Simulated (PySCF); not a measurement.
```xyz
4
charge 0 multiplicity 3, angstrom
Cu    1.1681    0.0000    0.0000
Cu   -1.1681    0.0000    0.0000
O     0.0000    1.4177    0.0000
O     0.0000   -1.4177    0.0000
```

These are results of PySCF, UPBE0, basis Cu def2-TZVP, O def2-TZVP (no relativity, density fitting), not measurements.

This geometry of Cu2O2 is a stationary point at this level.

**Question.** What is the point group?

**Answer.** D2h.

**Question.** Is it a minimum?

**Answer.** Yes: all harmonic wavenumbers are real.

**Question.** Give the atomic charges and bond orders.

**Answer.** 
```tsv
atom	Mulliken	Löwdin	polar tensor	spin (Mulliken)	Mayer order to Cu1
Cu1	0.56	0.27	-0.20	0.21	–
Cu2	0.56	0.27	-0.20	0.21	0.20
O3,4	-0.56	-0.27	0.21	0.79	0.83
```
Other Mayer orders above 0.3: Cu–O 0.83 (×2).

**Question.** Give the ideal-gas entropy at 298.15 K and 1 bar by parts.

**Answer.** translation 172.0, rotation 98.4, vibration 30.4, spin 9.1; total 310.0 J/(mol K).

**Question.** What is the atomisation energy, with and without zero-point energy?

**Answer.** 766 kJ/mol without, 752 kJ/mol with.

Only a few start shapes were tried, so a lower isomer may exist. Other spin states or occupations of the open shell can lie lower. At this level a broken-symmetry Ms = 0 minimum of D2h symmetry lies 9 kJ/mol below this structure.
